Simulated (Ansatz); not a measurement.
The cluster B5Cl3, relaxed as a singlet with RKS B3LYP-D4/def2-SVP in Ansatz, starting from the GFN1-xTB geometry. Force threshold 0.02 eV/Å.

Another isomer (singlet) lies 0.51 eV lower at PBE0-D4/def2-TZVP; other spin states weren't run for this one.

Start:

Cartesian coordinates in Å:
```
B 1.048 0.542 1.350
B -0.055 -0.468 1.729
B -0.195 0.016 -0.523
B -0.973 -1.001 0.605
B 1.169 0.964 -0.134
Cl 2.143 1.952 -1.193
Cl -2.288 -2.117 0.334
Cl -0.849 0.112 -2.167
```

| step | energy (eV) | largest force component (eV/Å) | SCF passes |
| --- | --- | --- | --- |
| 1 | -40935.4971 | 1.984 | 19 |
| 2 | -40935.8862 | 1.148 | 25 |
| 3 | -40936.3491 | 1.189 | 26 |
| 4 | -40936.6215 | 0.380 | 27 |
| 5 | -40936.6374 | 1.101 | 22 |
| 6 | -40936.6467 | 0.365 | 28 |
| 7 | -40936.6655 | 0.138 | 25 |
| 8 | -40936.6668 | 0.034 | 24 |
| 9 | -40936.6670 | 0.005 | 24 |

Force components are those of the run's own axes.

End:

| atom | x (Å) | y (Å) | z (Å) |
| --- | --- | --- | --- |
| B1 | 0.999 | 0.512 | 1.127 |
| B2 | -0.103 | -0.500 | 1.507 |
| B3 | -0.049 | -0.002 | -0.146 |
| B4 | -1.228 | -1.228 | 0.792 |
| B5 | 1.452 | 1.233 | -0.132 |
| Cl6 | 2.078 | 2.112 | -1.443 |
| Cl7 | -2.525 | -2.114 | 0.142 |
| Cl8 | -0.624 | -0.013 | -1.847 |

Bonds formed: B1–B3, B2–B3 (atoms count from 1).

No frequencies were taken in this run, so the end may be a saddle point.

It took 16 s on 4 threads of Arm Neoverse V1 on a shared host.
